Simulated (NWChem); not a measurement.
# iodoethane (C₂H₅I)

SMILES: CCI
```xyz
8

C      2.4499     0.3888     0.0000
C      1.1211     1.1174     0.0000
I     -0.5996    -0.2481     0.0000
H      2.5683    -0.2454     0.8914
H      3.2687     1.1306     0.0000
H      2.5683    -0.2454    -0.8914
H      0.9742     1.7358     0.8942
H      0.9742     1.7358    -0.8942
```
Charge 0, spin multiplicity 1.

Program: NWChem. All single points use one geometry, from B3LYP/def2-SVP with def2 effective core potentials on I, held to Cs symmetry and with no frequency check, so it may be a saddle point.

Symmetry labels belong to the abelian group Cs used in the runs, with the axes of the coordinates shown.

Effective core potentials replace the inner electrons of I; spin-orbit coupling is left out. B3LYP has NWChem's definition, with VWN1-RPA local correlation.

List the lowest 4 singlet excitations that TD-B3LYP/def2-SVP with def2 effective core potentials on I, VWN1-RPA local correlation gives, with oscillator strengths.


```
state  symmetry  energy (eV)  wavelength (nm)      f
-----  --------  -----------  ---------------  -----
1            a"         4.75              261  0.000
2            a'         4.79              259  0.000
3            a"         7.55              164  0.006
4            a'         7.57              164  0.019
```
